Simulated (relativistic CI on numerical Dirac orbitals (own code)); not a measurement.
## How well does a small relativistic CI reproduce Sr⁺?

Calculated at this level of theory: Dirac-Coulomb-Breit CI, orbitals from a KLI potential per configuration, QED by a radiative potential, valence Slater integrals scaled by 0.85, P86 correlation energy added to each configuration (own radial code, finite nucleus).

CI space (outside the closed core [Kr]): 5s, 4d, 5p, 6s, 5d, 6p, 4f, 7s, 5f, 5g, 6d, 7p, 8s, 7d, 8p, 8d. Levels of other configurations are missing.

| Configuration | Term (tabulated) | J | Measured (cm⁻¹) | Computed | Error | Purity (%) |
| --- | --- | --- | --- | --- | --- | --- |
| 5s | 2S | 1/2 | 0.0 | 0 | 0 | 100 |
| 4d | 2D | 3/2 | 14555.9 | 13749 | -807 | 100 |
| 4d | 2D | 5/2 | 14836.2 | 13888 | -949 | 100 |
| 5p | 2P° | 1/2 | 23715.2 | 22315 | -1400 | 100 |
| 5p | 2P° | 3/2 | 24516.7 | 22981 | -1535 | 100 |
| 6s | 2S | 1/2 | 47736.5 | 45862 | -1875 | 100 |
| 5d | 2D | 3/2 | 53286.3 | 50895 | -2391 | 100 |
| 5d | 2D | 5/2 | 53373.0 | 50957 | -2416 | 100 |
| 6p | 2P° | 1/2 | 55769.7 | 53985 | -1785 | 100 |
| 6p | 2P° | 3/2 | 56057.9 | 54223 | -1835 | 100 |
| 4f | 2F° | 5/2 | 60991.7 | 60807 | -185 | 100 |
| 7s | 2S | 1/2 | 64964.1 | 63003 | -1961 | 100 |

Measured levels from NIST Handbook of Basic Atomic Spectroscopic Data (Sansonetti and Martin, J. Phys. Chem. Ref. Data 34, 1559 (2005)); pairs were made by configuration, J and term (by order where the table uses no LS term), so strongly mixed levels may be paired wrongly.

Mean error by configuration (cm⁻¹): 4d -878; 5p -1468; 6s -1875; 5d -2403; 6p -1810; 4f -185; 7s -1961. Over the excited levels the mean absolute error is 1558 cm⁻¹ (11 of the 11 excited levels that our extract of the source holds in range could be paired), and the median relative error of those above 1,000 cm⁻¹ is 4.5 %.

Transition probabilities of persistent lines. The last column rescales the computed rate by the cube of measured over computed energy:

```tsv
λ measured (Å)	Lower	Upper	A tabulated (s⁻¹)	A computed	A rescaled
3464.46 air	5p 2P°_3/2	5d 2D_5/2	3.10e+08	2.58e+08	2.83e+08
4077.71 air	5s 2S_1/2	5p 2P°_3/2	1.42e+08	1.46e+08	1.77e+08
4215.52 air	5s 2S_1/2	5p 2P°_1/2	1.27e+08	1.34e+08	1.61e+08
4305.45 air	5p 2P°_3/2	6s 2S_1/2	1.40e+08	1.39e+08	1.45e+08
```
